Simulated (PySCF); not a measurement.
# Dipole response of P³⁺ (phosphorus, charge +3)

[Ne] 3s2, closed-shell 1S. All numbers are calculated (PySCF 2.14, the non-relativistic Hamiltonian (point nucleus), in aug-cc-pwCVDZ (6s5p3d, 36 functions)). Coupled (time-dependent) response in atomic units; α is the mean over directions. A double-zeta set is small for polarisabilities.

```json
{"method": "UHF", "mean α (bohr³)": "7.169", "C₆ (like pair)": "18.77", "S(−4)": "31.98"}
{"method": "PBE", "mean α (bohr³)": "6.682", "C₆ (like pair)": "16.77", "S(−4)": "28.38"}
{"method": "PBE0", "mean α (bohr³)": "6.824", "C₆ (like pair)": "17.33", "S(−4)": "29.48"}
{"method": "M06-2X", "mean α (bohr³)": "6.466", "C₆ (like pair)": "15.81", "S(−4)": "27.12"}
{"method": "r2SCAN0", "mean α (bohr³)": "6.956", "C₆ (like pair)": "18.17", "S(−4)": "29.52"}
```

S(−4) is the Cauchy moment in α(ω) = α(0) + S(−4) ω² + …

α(iu) at PBE:

```tsv
u (hartree)	α(iu) (bohr³)
0	6.682
0.0500	6.612
0.100	6.410
0.200	5.716
0.300	4.848
0.500	3.286
0.750	2.051
1.00	1.372
1.50	0.7448
2.00	0.4832
3.00	0.2733
5.00	0.1439
```

For an ion, C₆ is the dispersion term alone; charge-induced terms of lower order in 1/R come first.
